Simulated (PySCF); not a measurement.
The vertical singlet excitations below were computed for one of the candidates. The calculation used TDDFT PBE0/def2-SVPD, vertical, gas phase, core orbitals frozen in the response (PySCF). Geometries: GFN2-xTB, one conformer each.

```json
{"state": "S1", "ν̃ (cm⁻¹)": "53280", "f": "0.033", "main configurations (H = HOMO, L = LUMO)": "H→L (87%)"}
{"state": "S2", "ν̃ (cm⁻¹)": "54580", "f": "0.027", "main configurations (H = HOMO, L = LUMO)": "H-1→L (85%)"}
{"state": "S3", "ν̃ (cm⁻¹)": "57530", "f": "0.0021", "main configurations (H = HOMO, L = LUMO)": "H-2→L (90%)"}
{"state": "S4", "ν̃ (cm⁻¹)": "58510", "f": "0.0041", "main configurations (H = HOMO, L = LUMO)": "H→L+1 (45%), H→L+2 (22%), H-3→L (11%)"}
{"state": "S5", "ν̃ (cm⁻¹)": "59410", "f": "0.033", "main configurations (H = HOMO, L = LUMO)": "H→L+2 (40%), H-1→L+1 (21%), H→L+1 (17%)"}
{"state": "S6", "ν̃ (cm⁻¹)": "60550", "f": "0.0017", "main configurations (H = HOMO, L = LUMO)": "H-1→L+1 (50%), H→L+2 (16%), H→L+1 (12%)"}
{"state": "S7", "ν̃ (cm⁻¹)": "60860", "f": "0.0052", "main configurations (H = HOMO, L = LUMO)": "H-1→L+2 (69%), H→L+1 (8%)"}
{"state": "S8", "ν̃ (cm⁻¹)": "61700", "f": "0.014", "main configurations (H = HOMO, L = LUMO)": "H-3→L (73%)"}
```

Orbital energies (eV): HOMO-3 -8.72, HOMO-2 -8.14, HOMO-1 -7.69, HOMO -7.52, LUMO 0.20, LUMO+1 0.73, LUMO+2 0.96.

Question: Which structure fits?
A. `COC[Si@H](N)O[SiH3]`
B. `CCC/C=N/[SiH2]O`
C. `CCC/C=N\[SiH2]O`

Answer: A. Its S1, at 6.61 eV, is the highest among the candidates; the nearest of the others has S1 at 4.27 eV. S1 is HOMO→LUMO (87%). Löwdin shares by element: HOMO nitrogen 51%, oxygen 19%, silicon 7% or more (atoms not listed hold the other 24%); LUMO silicon 40%, hydrogen 15% or more (atoms not listed hold the other 45%). At the same level the other candidates give, for their lowest levels:
- `CCC/C=N/[SiH2]O`: 4.27 eV (f 0.000); 6.35 eV (f 0.073); 6.59 eV (f 0.006); 6.70 eV (f 0.066); 7.10 eV (f 0.008); T1 3.68 eV; HOMO -6.97, LUMO -0.70 eV
- `CCC/C=N\[SiH2]O`: 4.23 eV (f 0.001); 6.42 eV (f 0.059); 6.59 eV (f 0.004); 6.70 eV (f 0.047); 7.10 eV (f 0.037); T1 3.66 eV; HOMO -6.91, LUMO -0.69 eV

The values belong to the conformer `[CH3:1][O:2][CH2:3][Si@H:4]([NH2:5])[O:6][SiH3:7]`: C1–O2–C3–Si4 178°, O2–C3–Si4–N5 48°, C3–Si4–O6–Si7 44°, H–N5–Si4–C3 -26°, H–N5–Si4–C3 -168°.
Triplets come from the Tamm–Dancoff approximation.

Without π bonds the low states are Rydberg-like; a valence basis with one diffuse set may place them up to an eV too high.
